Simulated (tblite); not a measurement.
Species: C3H5ClSSi.
Atom-mapped SMILES: `[CH:1]#[C:2][Si@H:3]([Cl:4])[S:5][CH3:6]` (hydrogens: H7 on C1; H8 on Si3; H9, H10, H11 on C6)

Computed with GFN2-xTB (tblite), gas phase: L-BFGS steps from a force-field or distance-geometry start until the largest atomic force falls under 0.01 eV/Å.

Geometry at step 29:
```
atom  x, y, z in Å
C1     -2.3954   -1.3187   -0.1854
C2     -1.7015   -0.3660    0.0550
Si3    -0.6392    1.1252    0.3225
Cl4    -1.6641    2.7831   -0.1780
S5      1.1164    1.0721   -0.9124
C6      1.9929   -0.3682   -0.2129
H7     -3.0065   -2.1506   -0.3925
H8     -0.2147    1.1594    1.7182
H9      1.8716   -0.3899    0.8636
H10     3.0428   -0.2575   -0.4632
H11     1.6032   -1.2862   -0.6407
```

Problem. What forces act on the atoms?

Solution. 
```tsv
atom	Fx (eV/Å)	Fy (eV/Å)	Fz (eV/Å)
C1	0.020	-0.001	-0.026
C2	0.012	0.003	-0.057
Si3	-0.087	0.062	0.096
Cl4	0.007	-0.038	0.007
S5	0.113	-0.104	-0.026
C6	-0.028	-0.020	0.044
H7	0.011	0.000	0.030
H8	0.008	-0.003	-0.016
H9	0.013	0.046	0.057
H10	-0.024	0.020	-0.042
H11	-0.044	0.033	-0.067
```

The largest, 0.16 eV/Å, acts on S5; the rms over all components is 0.046 eV/Å. The forces sum to zero within rounding, as they must for an isolated molecule in no field.

Problem. Give the force on S5 in Eh/bohr and in nN.

Solution. 0.156 eV/Å ÷ 51.422 = 0.00303 Eh/bohr, and 0.156 eV/Å × 1.602 = 0.25 nN.

Problem. How far is this geometry from the end of the optimisation?

Solution. 0.025 eV above it, and 0.295 Å rms away after alignment. The bonds farthest from their final lengths, with half the difference of the two atoms' forces along the bond (positive lengthens):

```csv
bond,now (Å),final (Å),force along bond (eV/Å)
Si3–S5,2.147,2.154,+0.12
S5–C6,1.825,1.821,-0.05
Si3–Cl4,2.012,2.008,-0.05
C6–H9,1.084,1.085,0.00
```

The angle farthest from its final value is C2–Si3–S5, 111.5° against 107.6°.

What follows is the cost of the whole relaxation. Time: 0.84 s of wall time. Hardware: one thread, Arm Neoverse N1 (aarch64) (shared host).
